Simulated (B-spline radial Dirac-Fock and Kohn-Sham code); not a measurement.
## The free holmium atom: differential elastic cross section for electrons at 60.8 keV

Level of theory: relativistic (Dirac) partial waves in the static field of the Dirac-Fock atom with Furness-McCarthy exchange, without polarisation or absorption potentials; an atomic code on a B-spline grid.

The run's input, task.json:

```json
{"items": [{
  "Z": 67,
  "q": 0,
  "cfg": [[1, 0, 2], [2, 0, 2], [2, 1, 6], [3, 0, 2], [3, 1, 6], [3, 2, 10], [4, 0, 2], [4, 1, 6], [4, 2, 10], [4, 3, 11], [5, 0, 2], [5, 1, 6], [6, 0, 2]],
  "A": 165,
  "rrms": 5.2022,
  "do": "elastic",
  "energies": [[60800.0, 0]],
  "theta": [5, 10, 15, 20, 25, 30, 35, 40, 45, 50, 55, 60, 65, 70, 75, 80, 85, 90, 95, 100, 105, 110, 115, 120, 125, 130, 135, 140, 145, 150, 155, 160, 165, 170, 175]
}]}
```

Command: `python xray2_run.py task.json out`

```tsv
θ (°)	dσ/dΩ (a₀²/sr)	Sherman function
5	4.21	0.000
10	0.451	0.001
15	0.114	0.003
20	0.0426	0.007
25	0.0201	0.012
30	0.0108	0.015
35	0.00643	0.016
40	0.00412	0.013
45	0.00280	0.005
50	0.00200	-0.007
55	0.00149	-0.023
60	0.00114	-0.044
65	0.000899	-0.067
70	0.000723	-0.093
75	0.000593	-0.119
80	0.000495	-0.147
85	0.000419	-0.174
90	0.000360	-0.199
95	0.000313	-0.222
100	0.000275	-0.242
105	0.000245	-0.259
110	0.000220	-0.271
115	0.000200	-0.278
120	0.000183	-0.281
125	0.000169	-0.279
130	0.000158	-0.272
135	0.000148	-0.260
140	0.000141	-0.243
145	0.000134	-0.222
150	0.000129	-0.198
155	0.000125	-0.170
160	0.000121	-0.139
165	0.000119	-0.107
170	0.000117	-0.072
175	0.000116	-0.036
```

The total elastic cross section is 0.989 a₀², the first transport cross section 0.00834 a₀² and the second, weighted with (3/2) sin²θ, 0.0186 a₀². The mean deflection is ⟨1 − cos θ⟩ = 0.00843, and 0.13 % of the collisions scatter beyond 90°.

Values without a named source are computed, but for edge energies of neutral atoms, which are taken from tables.
